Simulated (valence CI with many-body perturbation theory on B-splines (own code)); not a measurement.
# E1 transitions of Sr VIII

Computed by relativistic CI+MBPT: three valence electrons over a frozen Dirac-Fock core [Ar] 3d10, a basis of 11 s, 11 p, 9 d, 7 f, 5 g, 2 h, 1 i functions for each j, with the one-electron correlation potential Σ1, the two-electron term Σ2, the three-electron term Σ3, Breit, model QED; selected CI, second order for the rest, scaled by the run's own slope (own B-spline code, finite nucleus).

Against 9 measured levels this calculation errs by 104 cm⁻¹ on average and by 168 at most. These come from a selection out of Sansonetti, J. Phys. Chem. Ref. Data 41, 013102 (2012). Levels without a partner in it may be off by more.

Lines 1 to 50 of 248 in falling wavelength, among levels below 631280 cm⁻¹, chosen from the strongest by gf and those to the six lowest levels. Wavelengths and rates use the calculated energies, so an error of 100 cm⁻¹ moves a line at 80.88 nm by 0.081 % and its rate by three times that or more. Electric multipoles are in the length gauge, E1 and E2 with the static RPA response of the core. Weak lines are less certain than strong ones. Lines between different terms over intervals too small for the method are left out, as are lines whose strength nearly cancels. Where a level lies close to another of its J and parity, the split of strength between their lines is uncertain. The highest levels of a list are the least certain.

Names give the largest LS component (configuration and term), which can be under half, so a name can repeat, a term be missing and a line seem to break the LS rules; names also repeat where a configuration has a term twice. Letters in brackets count levels of one name in rising energy.

```tsv
λ vac (nm)	λ from measured levels	Upper	Lower	A (s⁻¹)	log gf	Branch %
192.7		4s²5d ²D_3/2	4s²4f ²F°_5/2	2.00e+08	-0.35	3.4
187.5		4s²5d ²D_5/2	4s²4f ²F°_7/2	2.09e+08	-0.18	3.7
177.4		4s4p5p ⁴P_1/2 [a]	4s4p5s ²P°_1/2 [a]	1.84e+08	-0.76	1.3
161.9		4s4p5p ⁴D_3/2	4s4p5s ⁴P°_3/2	4.04e+08	-0.20	2.5
161.1		4s4p5p ⁴D_1/2	4s4p5s ⁴P°_1/2	5.46e+08	-0.37	3.4
159.8		4s4p4d ²P°_3/2 [a]	4s²5s ²S_1/2	1.65e+08	-0.60	0.5
157.8		4s²5p ²P°_1/2	4s²5s ²S_1/2	6.49e+08	-0.31	4.7
152.4		4s4p5p ⁴D_3/2	4s4p5s ⁴P°_1/2	1.91e+08	-0.58	1.2
148.7		4s4p5p ⁴P_1/2 [b]	4s4p5s ⁴P°_3/2	5.90e+08	-0.41	4.5
143.8		4s4p5p ²P_3/2	4s4p5s ⁴P°_1/2	6.50e+08	-0.09	3.9
142.3		4s4p5p ⁴P_1/2 [a]	4s4p5s ⁴P°_1/2	3.21e+08	-0.71	2.2
140.2		4s²5p ²P°_3/2	4s²5s ²S_1/2	8.63e+08	0.01	4.3
102.8		4s²5d ²D_3/2	4s4p4d ²P°_1/2 [a]	4.71e+08	-0.53	8.0
102.2		4s²5d ²D_3/2	4s²5p ²P°_3/2	5.02e+08	-0.50	8.5
101.5		4s²5d ²D_5/2	4s²5p ²P°_3/2	3.10e+09	0.46	55.0
94.56		4s²5d ²D_3/2	4s²5p ²P°_1/2	3.41e+09	0.26	58.1
93.24		4s²5d ²D_5/2	4s4p4d ²P°_3/2 [a]	1.22e+09	-0.02	21.7
90.49		4s²5d ²D_3/2	4s4p4d ²F°_5/2 [b]	9.37e+08	-0.34	16.0
88.98		4s²5d ²D_5/2	4s4p4d ²F°_7/2 [b]	8.66e+08	-0.21	15.4
82.23		4p³ ²D°_5/2	4s4p² ²P_3/2	6.55e+08	-0.40	17.2
81.00		4p²4d ²D_5/2	4s4p4d ²D°_5/2 [b]	3.06e+08	-0.74	0.7
80.88	80.77	4s4p² ⁴P_1/2	4s²4p ²P°_3/2	1.01e+07	-2.70	23.3
77.30	77.20	4s4p² ⁴P_3/2	4s²4p ²P°_3/2	7.20e+06	-2.59	90.2
75.44		4p²4d ²F_7/2	4s4p4d ²F°_7/2 [a]	3.85e+08	-0.58	15.7
73.63		4p²4d ²G_7/2	4s4p4d ²F°_5/2 [b]	5.74e+08	-0.43	16.3
73.53	73.44	4s4p² ⁴P_5/2	4s²4p ²P°_3/2	3.52e+07	-1.77	100.0
73.08	72.99	4s4p² ⁴P_1/2	4s²4p ²P°_1/2	3.33e+07	-2.27	76.7
72.32		4p²4d ²F_5/2	4s4p4d ²F°_5/2 [a]	8.24e+08	-0.41	43.5
70.51		4p²4d ²G_9/2	4s4p4d ²F°_7/2 [b]	7.57e+08	-0.25	37.5
66.34		4p²4d ²F_5/2	4s4p4d ²D°_3/2 [a]	4.83e+08	-0.72	25.5
65.70		4p²4d ²G_9/2	4s4p4d ²F°_7/2 [a]	3.93e+08	-0.59	19.5
64.52		4p³ ²P°_3/2	4s4p² ²P_3/2	2.29e+09	-0.24	22.1
64.25		4p³ ²P°_1/2	4s4p² ²P_1/2	2.57e+09	-0.50	24.4
60.98		4p²4d ⁴F_9/2	4s4p4d ⁴D°_7/2	5.73e+08	-0.50	12.0
59.96	59.92	4s4p² ²D_3/2	4s²4p ²P°_3/2	2.85e+07	-2.21	1.3
59.85		4p³ ⁴S°_3/2 [a]	4s4p² ²D_3/2	9.15e+08	-0.71	7.8
59.72		4p²4d ²P_3/2	4s4p4d ²D°_5/2 [a]	1.58e+09	-0.47	10.5
59.21	59.18	4s4p² ²D_5/2	4s²4p ²P°_3/2	1.52e+09	-0.32	100.0
58.75		4p³ ²D°_5/2	4s4p² ²D_5/2	2.66e+09	-0.08	69.8
58.56		4p²4d ⁴F_7/2	4s4p4d ⁴P°_5/2	6.79e+08	-0.55	13.2
58.27		4p³ ⁴S°_3/2 [b]	4s4p² ²D_3/2	9.31e+08	-0.72	6.9
58.27		4p²4d ⁴D_7/2	4s4p4d ²D°_5/2 [a]	4.57e+08	-0.73	9.1
58.22		4s4p4d ²F°_7/2 [a]	4s²4d ²D_5/2	9.15e+08	-0.43	6.4
58.04		4p³ ²D°_5/2	4s4p² ²D_3/2	3.31e+08	-1.00	8.7
57.40		4p³ ²P°_3/2	4s4p² ²S_1/2	1.17e+09	-0.64	11.2
56.54		4p²4d ²P_1/2	4s4p4d ²D°_3/2 [a]	2.35e+09	-0.65	12.6
55.56	55.53	4s4p² ²D_3/2	4s²4p ²P°_1/2	2.10e+09	-0.41	98.7
54.91		4s4p4d ²F°_7/2 [b]	4s²4d ²D_5/2	5.44e+08	-0.71	1.5
54.90		4p²4d ⁴F_7/2	4s4p4d ⁴F°_9/2	1.65e+09	-0.22	32.0
54.32		4p²4d ⁴F_5/2	4s4p4d ⁴F°_7/2	1.76e+09	-0.33	30.0
```

(1) How does gf follow from A for the line at 57.40 nm?

Answers

(1) gf = 1.4992 × (2J+1)_upper × A / σ², with σ = 174210 cm⁻¹ and 2J+1 = 4: gf = 0.231.
